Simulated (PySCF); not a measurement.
trifluoroacetic acid anion (C₂HF₃O₂), SMILES C(=O)(C(F)(F)F)O (connectivity only; charge and spin as stated), charge -1, multiplicity 2. Atoms are numbered in the order given.

```xyz
8

O      1.5937    -0.7317     0.7674
C      0.8815     0.3744     0.1889
O      1.4804     1.0857    -0.6780
C     -0.5411    -0.0098     0.0040
F     -1.0914    -0.6239     1.0930
F     -1.3248     1.0596    -0.2851
F     -0.8132    -0.9159    -1.0471
H      2.4302    -0.6981     0.2802
```
Charge -1, spin multiplicity 2.

Geometry: r2SCAN-D4/def2-SVPD. The multiplicity is an assumed one; no other spin state was optimised. Other conformers were not sampled.

Method: PBE0/def2-SVPD (PySCF).

Mulliken values depend strongly on the basis, most of all with diffuse functions as here. ESP charges are fitted to the potential on shells at 1.4 to 2.0 van der Waals radii. Atomic charges (e):

| atom | meta-Löwdin | ESP fit | Mulliken | Mulliken spin |
|---|---|---|---|---|
| O1 | -0.58 | -0.63 | -0.47 | -0.10 |
| C2 | 0.18 | 0.03 | -0.04 | 0.98 |
| O3 | -0.66 | -0.62 | -0.65 | 0.14 |
| C4 | 0.71 | 0.62 | 1.45 | -0.02 |
| F5 | -0.31 | -0.27 | -0.48 | -0.02 |
| F6 | -0.30 | -0.27 | -0.48 | -0.02 |
| F7 | -0.36 | -0.27 | -0.51 | 0.03 |
| H8 | 0.30 | 0.40 | 0.18 | 0.02 |
